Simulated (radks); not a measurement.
Dispersion coefficients C6 (hartree bohr^6) between ground-configuration atoms and ions, from the Casimir-Polder integral (3/pi) of alpha_A(iw) alpha_B(iw). Calculated with a radial shooting solver on a logarithmic mesh with Libxc functionals: non-relativistic Kohn-Sham, LB94 model potential, spin-polarised, spherical densities, point nucleus; open shells are filled with parallel spins first. Response by self-consistent Sternheimer equations with the Hartree and adiabatic LDA kernel. For heavy and open-shell atoms this level of theory can miss by tens of per cent.

| C6 | Ca | Sc+ | Ti2+ | V3+ | Cr4+ | Mn5+ | Fe6+ | Co7+ | Ni8+ |
|---|---|---|---|---|---|---|---|---|---|
| Ca | 1507 |  |  |  |  |  |  |  |  |
| Sc+ | 643.9 | 281.7 |  |  |  |  |  |  |  |
| Ti2+ | 97.34 | 48.06 | 13.44 |  |  |  |  |  |  |
| V3+ | 53.70 | 27.41 | 8.620 | 5.703 |  |  |  |  |  |
| Cr4+ | 34.75 | 18.07 | 6.056 | 4.086 | 2.967 |  |  |  |  |
| Mn5+ | 24.47 | 12.87 | 4.490 | 3.070 | 2.252 | 1.722 |  |  |  |
| Fe6+ | 18.15 | 9.625 | 3.451 | 2.384 | 1.762 | 1.356 | 1.073 |  |  |
| Co7+ | 13.94 | 7.442 | 2.724 | 1.897 | 1.410 | 1.091 | 0.8667 | 0.7028 |  |
| Ni8+ | 11.00 | 5.901 | 2.195 | 1.538 | 1.150 | 0.8928 | 0.7120 | 0.5792 | 0.4786 |

Static polarisabilities (bohr^3): Ca ([Ar] 4s2) 123.1, Sc+ ([Ar] 3d1 4s1) 46.64, Ti2+ ([Ar] 3d2) 4.368, V3+ ([Ar] 3d2) 2.196, Cr4+ ([Ar] 3d2) 1.365, Mn5+ ([Ar] 3d2) 0.9393, Fe6+ ([Ar] 3d2) 0.6864, Co7+ ([Ar] 3d2) 0.5219, Ni8+ ([Ar] 3d2) 0.4084. The combination rule 2 Ca Cb / ((alpha_b/alpha_a) Ca + (alpha_a/alpha_b) Cb) gives 3.038 for V3+-Mn5+, against 3.070 from the integral.
